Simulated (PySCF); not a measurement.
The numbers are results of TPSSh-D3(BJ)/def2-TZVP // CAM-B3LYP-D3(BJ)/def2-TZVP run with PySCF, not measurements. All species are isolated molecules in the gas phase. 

Reference species (SMILES): `[Cl][Ge]([Cl])([Cl])[Cl]` (neutral, multiplicity 1).

```yaml
HOMO–LUMO gap: 6.19 eV
HOMO: -8.91 eV
LUMO: -2.72 eV
```

Changed species: `[Cl][GeH2][Cl]` (2 of 4 Cl replaced by H; the reference has 0 of 4 Cl replaced by H).

What does the change do to the HOMO–LUMO gap, HOMO and LUMO?

the HOMO–LUMO gap increases by 1.01 eV, to 7.20 eV; the HOMO increases by 0.57 eV, to -8.34 eV; the LUMO rises by 1.58 eV, to -1.14 eV.
